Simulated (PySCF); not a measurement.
C₃H₇InO₂, SMILES C=C[CH2][In]([OH])[OH].

The structure is a stationary point at B3LYP-D3(BJ)/def2-SVP. The def2 effective core potentials stand for the cores of In; spin–orbit coupling is left out. The values are those of a single conformer.

Two levels are set side by side: PBE/def2-TZVP (PySCF) and r2SCAN/def2-TZVP (PySCF). Same geometry, gas phase. Differences are taken from unrounded values.

| quantity | r2SCAN |
|---|---|
| orbital gap (eV) | 4.12 |
| highest occupied level (eV) | -6.19 |
| lowest empty level (eV) | -2.07 |
| dipole moment (D) | 2.46 |
| mean polarisability (bohr³) | 84.6 |

Problem. What does PBE give, and how far is it from r2SCAN? (Estimate from the structure and the level; the computed values follow.)

Solution. 
```json
[
 {"quantity": "orbital gap (eV)", "PBE": "3.72", "PBE minus r2SCAN": "-0.40"},
 {"quantity": "highest occupied level (eV)", "PBE": "-6.02", "PBE minus r2SCAN": "0.17"},
 {"quantity": "lowest empty level (eV)", "PBE": "-2.30", "PBE minus r2SCAN": "-0.23"},
 {"quantity": "dipole moment (D)", "PBE": "2.37", "PBE minus r2SCAN": "-0.09"},
 {"quantity": "mean polarisability (bohr³)", "PBE": "87.2", "PBE minus r2SCAN": "2.6"}
]
```

Rough cost on one machine, each run with all the roots and properties that it gave: r2SCAN against PBE about 4 times.
